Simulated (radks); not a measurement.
Ce V, configuration [Kr] 4d10 5s1 5p6 6p1 (not the ground configuration). Calculated with a radial shooting solver on a logarithmic mesh with Libxc functionals: Dirac Kohn-Sham, OLYP, spin-unpolarised, spherical densities, finite nucleus; open shells fill j = l - 1/2 first; Fermi nuclear charge, rms radius 4.8771 fm.

Spin-orbit splittings of the eigenvalues, e(l+1/2) - e(l-1/2), with zeta = 2 splitting/(2l+1) and mean radii in bohr:

shell  occ.  splitting (eV)  zeta (eV)  <r> j=l-1/2  <r> j=l+1/2
2p        6           446.4      297.6      0.08795      0.09415
3p        6           87.83      58.55       0.2680       0.2801
3d       10           18.89      7.555       0.2511       0.2549
4p        6           19.13      12.75       0.6522       0.6787
4d       10           3.405      1.362       0.7283       0.7374
5p        6           3.453      2.302        1.561        1.620
5d        0               ?          ?        2.005        2.026
6p        1          0.8019     0.5346        3.379        3.482
7p        0          0.3466     0.2311        5.800        5.906

Estimate the 5d splitting.

Answer. 0.4775 eV (zeta = 0.1910 eV).
